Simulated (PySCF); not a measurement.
Deuteron quadrupole couplings in `CC(=O)c1nn(C)nc1F`

Compound: C5H6FN3O.
Cartesian coordinates in Å at the GFN2-xTB level; atoms count from 1:
```xyz
16
C5H6FN3O angstrom
C     -2.464   -0.951    0.074
C     -1.977    0.440   -0.222
O     -2.699    1.369   -0.489
C     -0.513    0.587   -0.151
N      0.333   -0.431    0.040
N      1.523    0.091    0.046
C      2.708   -0.690    0.223
N      1.564    1.394   -0.123
C      0.294    1.740   -0.254
F     -0.071    2.988   -0.436
H     -2.282   -1.172    1.124
H     -1.906   -1.672   -0.516
H     -3.528   -1.024   -0.133
H      2.405   -1.714    0.427
H      3.288   -0.292    1.056
H      3.318   -0.653   -0.680
```

Level: PBE0/pcSseg-1 (PySCF, non-relativistic); Q(2H) = 0.00286 b; rigid geometry, the same for H and D, with no vibrational averaging.

Task: What are Vzz, η and χzz (234.96 MHz × Q × Vzz) at all hydrogens?

Result: 
| atom | bonded to | bond length (Å) | Vzz (au) | η | χzz (kHz) |
| --- | --- | --- | --- | --- | --- |
| H11 | C1 | 1.088 | 0.3129 | 0.04 | 210 |
| H12 | C1 | 1.086 | 0.3133 | 0.04 | 211 |
| H13 | C1 | 1.086 | 0.3142 | 0.01 | 211 |
| H14 | C7 | 1.087 | 0.3029 | 0.07 | 204 |
| H15 | C7 | 1.090 | 0.2996 | 0.08 | 201 |
| H16 | C7 | 1.091 | 0.2986 | 0.08 | 201 |

Isolated species at its GFN2-xTB geometry (one conformer only). GFN2-xTB bond lengths can be off by several hundredths of an ångström, more for odd bonds, and the gradients follow them. A larger basis could move these couplings by a tenth or more.

These values come from a run that also computed NMR shieldings. Cost: about 1.8 min of CPU time on one thread (grids of density and orbitals included); the machine was shared, so the figure is rough.
